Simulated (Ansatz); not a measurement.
A run for Ansatz (a first-principles code): R-PBE/def2-TZVPPD on C2H9NSe (a complex). Files ending in .json are basis or fitting sets from the Basis Set Exchange.

Ansatz 0.2 input:
```yaml
crystal:
  periodic: [false, false, false]
  atoms:
    - {symbol: C, position_ang: [-0.79871167, 0.06319504, -1.83228020]}
    - {symbol: Se, position_ang: [-0.60524658, 0.35728083, 0.09725114]}
    - {symbol: C, position_ang: [1.31832782, 0.72986739, 0.10269614]}
    - {symbol: H, position_ang: [-0.17823772, -0.77308409, -2.14771730]}
    - {symbol: H, position_ang: [-1.84516937, -0.16982911, -2.01792372]}
    - {symbol: H, position_ang: [-0.52507466, 0.96420178, -2.37730074]}
    - {symbol: H, position_ang: [1.85964807, -0.11303527, -0.32245243]}
    - {symbol: H, position_ang: [1.58658715, 0.85643504, 1.14919283]}
    - {symbol: H, position_ang: [1.52512881, 1.63788108, -0.45972760]}
    - {symbol: N, position_ang: [0.40566813, 0.15567946, 3.40338713]}
    - {symbol: H, position_ang: [0.80109611, -0.21467354, 4.25995758]}
    - {symbol: H, position_ang: [-0.33995965, 0.79175705, 3.66243857]}
    - {symbol: H, position_ang: [-0.02323557, -0.61591266, 2.90344170]}
basis:
  gaussian:
    orbitals: def2-TZVPPD.json
hamiltonian:
  xc: {name: PBE}
scf: {lower_state_search: off}
```

The head of its log:

```
Functional definition: PBE
[...]
these checks for a lower state are left out or cut short: stability, starts, cluster_reference, orbital_swaps, neighbouring_geometries, increment
integrals: 0.29 GiB planned
1481 factors; their error is unknown
mean field: 2.00 GiB planned
mean field evaluation 1: about -69024.8692 eV, gradient 1.0e2 eV
mean field evaluation 2: about -68961.8948 eV, gradient 1.7e2 eV
```

Problem. Give the final energy of this run.

Solution. -2537.4421 hartree.
